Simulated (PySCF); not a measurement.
Ligands exchanged one at a time, Sn OH-OCH3. All species are isolated molecules in the gas phase. One relaxed conformer stands for each flexible species; it need not be the lowest. Strings in code marks are SMILES.

These are PBE0-D4/def2-TZVP // PBE0-D4/def2-SVP run with PySCF values and carry that method's errors. Delta-SCF ions had no search for a lower state. Excitations are Tamm–Dancoff values on a coarser integration grid. The basis has no diffuse functions, so Rydberg states are missing or too high.

```csv
species,brightest of the four lowest singlets (TDA) (eV),vertical ionisation energy (Delta-SCF) (eV)
0 of 4 OH replaced by OCH3 (`[OH][Sn]([OH])([OH])[OH]`),6.07,11.20
1 of 4 OH replaced by OCH3 (`C[O][Sn]([OH])([OH])[OH]`),5.65,…
2 of 4 OH replaced by OCH3,5.64,9.87
3 of 4 OH replaced by OCH3 (`C[O][Sn]([OH])([O]C)[O]C`),5.57,9.69
4 of 4 OH replaced by OCH3 (`C[O][Sn]([O]C)([O]C)[O]C`),5.08,…
```

Task: Complete the blanks.

Result: 
- 1 of 4 OH replaced by OCH3 (`C[O][Sn]([OH])([OH])[OH]`), vertical ionisation energy (Delta-SCF) (eV): 10.24
- 4 of 4 OH replaced by OCH3 (`C[O][Sn]([O]C)([O]C)[O]C`), vertical ionisation energy (Delta-SCF) (eV): 9.58
